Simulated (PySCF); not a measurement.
C2H7BFNO, SMILES CNB(OC)F.

Coordinates come from a r2SCAN-D4/def2-SVP optimisation. This is a generated structure with no PubChem entry under its InChIKey; it may be hypothetical. Other conformers were not sampled.

Vertical ionisation energy (IE) and electron affinity (EA) in eV. Rows of orbital energies are one-electron estimates. Where ΔSCF, EOM or ADC give a negative EA the extra electron is unbound and the value depends on the basis.

```csv
level,IE,EA
"−ε(HOMO), −ε(LUMO), M06-2X/def2-TZVP (PySCF)",8.78,-1.26
"−ε(HOMO), −ε(LUMO), PBE/def2-TZVP (PySCF)",5.92,0.05
```
